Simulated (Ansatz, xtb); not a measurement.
## Two isomers of C2H8S2Si

Structure I is `C[Si@@H](S)CS`, a singlet and structure II is `C[Si](C)(S)S`, a singlet. Both are isolated molecules in the gas phase, relaxed with B3LYP-D3(BJ)/def2-SVP; the shapes shown needn't be the lowest conformers.

I (Å):

```yaml
atoms:
  - { symbol: C, position_ang: [-0.6719, -0.7577, 0.1185] }
  - { symbol: C, position_ang: [1.1035, 1.2809, -1.3951] }
  - { symbol: S, position_ang: [-0.6499, -0.9865, -3.1194] }
  - { symbol: S, position_ang: [2.0993, 1.7005, 0.0963] }
  - { symbol: Si, position_ang: [0.4843, -0.5060, -1.3328] }
  - { symbol: H, position_ang: [-0.9579, -1.8151, 0.2253] }
  - { symbol: H, position_ang: [-1.5892, -0.1612, -0.0102] }
  - { symbol: H, position_ang: [-0.1730, -0.4284, 1.0431] }
  - { symbol: H, position_ang: [1.6845, -1.3896, -1.2371] }
  - { symbol: H, position_ang: [0.3941, -0.8392, -3.9682] }
  - { symbol: H, position_ang: [0.2394, 1.9638, -1.3717] }
  - { symbol: H, position_ang: [1.6664, 1.5078, -2.3142] }
  - { symbol: H, position_ang: [3.0308, 0.7300, -0.0568] }
```

II (Å):

```xyz
13

C    -0.1227    0.6276    0.4753
C     0.2971    0.7333   -2.6071
S    -0.1413   -2.2015   -1.0395
S     2.8293   -0.2166   -0.8797
Si    0.6663   -0.1901   -1.0169
H    -1.2201    0.6473    0.3732
H     0.1276    0.0883    1.4021
H     0.2398    1.6633    0.5704
H     0.7426    0.2230   -3.4751
H     0.7009    1.7581   -2.5646
H    -0.7918    0.7912   -2.7627
H     0.6193   -2.6176   -2.0782
H     2.8634   -0.9951    0.2263
```

Quicker runs give these differences E(II) − E(I): GFN2-xTB −17.5 kcal/mol; HF/STO-3G −23.5 kcal/mol (at GFN2-xTB geometries); r2SCAN-D4/def2-SVP −30.9 kcal/mol (at GFN2-xTB geometries).

Problem. Estimate E(II) − E(I) at the level CCSD(T)/def2-SVP + ΔMP2/def2-TZVPP.

Solution. Calculated at CCSD(T)/def2-SVP + ΔMP2/def2-TZVPP: E(II) − E(I) = −29.3 kcal/mol, so structure II lies lower.

Level by level:

```csv
level,geometry,E(II) − E(I) (kcal/mol),departure from the last row (kcal/mol),"job, with rough time for the two"
GFN2-xTB,GFN2-xTB,−17.5,+11.8,"optimisation, 0.52 s"
HF/STO-3G,GFN2-xTB,−23.5,+5.9,"single point, 1.2 s"
r2SCAN-D4/def2-SVP,GFN2-xTB,−30.9,−1.5,"single point, 9.3 s"
B3LYP-D3(BJ)/def2-SVP,B3LYP-D3(BJ)/def2-SVP,−28.8,+0.5,"optimisation, 1.7 min"
HF/def2-SVP,B3LYP-D3(BJ)/def2-SVP,−29.6,−0.3,part of the CCSD(T) run
MP2/def2-SVP,B3LYP-D3(BJ)/def2-SVP,−29.9,−0.5,part of the CCSD(T) run
CCSD(T)/def2-SVP,B3LYP-D3(BJ)/def2-SVP,−28.4,+0.9,single point
CCSD(T)/def2-SVP + ΔMP2/def2-TZVPP,B3LYP-D3(BJ)/def2-SVP,−29.3,,"single point, 1.7 min"
```

As drawn, II has 1 S–Si, 1 C–H in place of 1 C–S, 1 Si–H.

None of the levels shown reverses the order. The largest departure from CCSD(T)/def2-SVP + ΔMP2/def2-TZVPP is that of GFN2-xTB, 11.8 kcal/mol. The last row adds to CCSD(T) the change of the MP2 difference between the two basis sets, here −0.9 kcal/mol.

With thermal terms from frequencies at re-optimised GFN2-xTB minima (ideal gas, soft modes damped towards free rotors, one conformer each, 298.15 K, 1 atm): on the last row, ΔE + ΔZPE = −28.0, ΔH = −27.6, ΔG = −28.0 kcal/mol.

The correlated steps freeze 17 core orbitals. Mirror images aren't counted in ΔG. Programs: Ansatz 0.2.0, xtb 6.7.1; the last row on 2 threads of AMD EPYC (Zen 3) on a shared host.
